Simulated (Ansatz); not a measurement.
Reaction (ligand exchange at a Zn–C bond): `[CH3][Zn][CH2]Cl` + H–F → `[F][Zn][CH2]Cl` + CH₄

Program: Ansatz. Geometries: PBE0-D4/def2-TZVP. ΔE: electronic, gas phase. CCSD(T)/CBS is the MP2 limit (def2-TZVPP, def2-QZVPP) plus CCSD(T) − MP2 in def2-TZVPP, frozen cores. This one scheme is used for every species. DFT in def2-TZVPP. For Zn outer-core shells are correlated without core-valence functions, which leaves a few kJ/mol of doubt a bond. Scalar relativity is left out up to krypton. Each species was taken in one conformer, which may not be the lowest.

`[CH3][Zn][CH2]Cl`:

```xyz
9

C     0.841    1.525    0.924
Zn    0.129    0.008   -0.044
C    -0.658   -1.515   -0.988
Cl   -2.366   -1.628   -0.415
H     0.092    1.933    1.608
H     1.715    1.237    1.513
H     1.142    2.320    0.238
H    -0.193   -2.475   -0.765
H    -0.702   -1.403   -2.071
```

H–F:

```xyz
2

F    -0.224   -0.191    0.354
H     0.224    0.191   -0.354
```

`[F][Zn][CH2]Cl`:

Cartesian coordinates in Å:
```
F -1.658 -0.420 -2.436
Zn -0.731 -0.106 -0.988
C 0.306 0.219 0.602
Cl 1.566 -1.047 0.740
H -0.298 0.173 1.507
H 0.815 1.181 0.575
```

CH₄:

Z-matrix (Å, degrees):
```
C
H 1 1.090
H 1 1.090 2 109.5
H 1 1.090 2 109.5 3 -120.0
H 1 1.090 2 109.5 3 120.0
```

```tsv
level	ΔE (eV)
ωB97X-V	-1.09
B2PLYP	-1.09
```

Task: What does CCSD(T)/CBS give? (Estimate.)

Result: The calculation gave: -1.02 eV. The listed levels differ from it by -0.07, -0.07 eV.

Largest T1 diagnostic among the species: 0.015.

In def2-TZVPP, CCSD(T) changes the Hartree–Fock value by +0.28 eV (the triples alone add +0.04 eV) and MP2 by +0.32 eV. The D4 term adds +0.04 eV with B3LYP and +0.02 eV with PBE0; it sums over pairs of atoms, weighted by their polarisabilities, and B3LYP, whose exchange is more repulsive, gets the larger term.

B3LYP here is the variant with VWN-RPA as its local correlation; programs differ in this.
